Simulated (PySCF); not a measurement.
# Correlation energy of Cl³⁺ (chlorine, charge +3)

[Ne] 3s2 3p2, high-spin 3P determinant. Computed with PySCF 2.14 in x2c-TZVPPall, with the spin-free X2C one-electron Hamiltonian (Gaussian nucleus). Frozen: [Ne]; 4 electrons correlated.

MP2 pair energies summed by pair of shells (mhartree):

```json
{"pair": "3s-3p", "energy": "-45.24", "share (%)": "63.1"}
{"pair": "3s-3s", "energy": "-18.83", "share (%)": "26.2"}
{"pair": "3p-3p", "energy": "-7.69", "share (%)": "10.7"}
```

Total MP2 correlation energy: -71.75 mhartree.

Same-spin part -11.77 and opposite-spin part -59.99 mhartree; SCS-MP2 scales them by 1/3 and 6/5 to -75.91 mhartree.
